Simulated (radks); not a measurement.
Question: Coherent X-ray form factor from a spherical all-electron density. All-electron calculation, non-relativistic Kohn-Sham, BLYP, spin-unpolarised, spherical densities, point nucleus. Program: a radial shooting solver on a logarithmic mesh with Libxc functionals.

| sin(theta)/lambda (1/angstrom) | f0 (electrons) |
|---|---|
| 0.05 | 70.241 |
| 0.1 | 68.141 |
| 0.15 | 65.125 |
| 0.2 | 61.642 |
| 0.25 | 58.035 |
| 0.3 | 54.512 |
| 0.4 | 48.094 |
| 0.5 | 42.626 |
| 0.6 | 37.953 |
| 0.8 | 30.322 |
| 1 | 24.548 |
| 1.25 | 19.667 |
| 1.5 | 16.696 |
| 2 | 13.130 |

The species is in the configuration that NIST lists as its ground one. Which atom or ion scatters so?

Answer: The tantalum ion Ta2+, [Xe] 4f14 5d3. Extrapolating in s^2 from the first two rows gives f0(0) = 70.9, near the electron count 71; among species with that count, the fall with angle is slower the higher Z, and the table is that of Z = 73; from so few rows the species is fixed only to a neighbour or two.
